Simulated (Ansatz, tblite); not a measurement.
Forces on the cluster Ca3⁻ at its r2SCAN/def2-TZVPD geometry. Charge -1, multiplicity 2.

The xTB rows come from tblite. At PBE0/def2-TZVPD the charge -1 doublet is spin-contaminated (final ⟨S²⟩ up to 0.88, 0.75 for a pure state). The structure comes from a short search, and lower isomers may exist.

GFN1-xTB (tblite), largest force 0.15 eV/Å:

```xyz
3
positions Å, forces eV/Å
Ca   -0.608    1.490   -1.404   -0.042    0.104   -0.098
Ca   -0.808   -1.974   -0.121   -0.056   -0.137   -0.008
Ca    1.416    0.483    1.525    0.098    0.033    0.106
```

GFN2-xTB (tblite), largest force 0.47 eV/Å:

```
Ca -0.134 0.328 -0.309
Ca -0.177 -0.434 -0.026
Ca 0.311 0.106 0.335
```

PBE0/def2-TZVPD (Ansatz), largest force 0.09 eV/Å:

```
Ca -0.025 0.061 -0.058
Ca -0.033 -0.080 -0.005
Ca 0.058 0.019 0.062
```
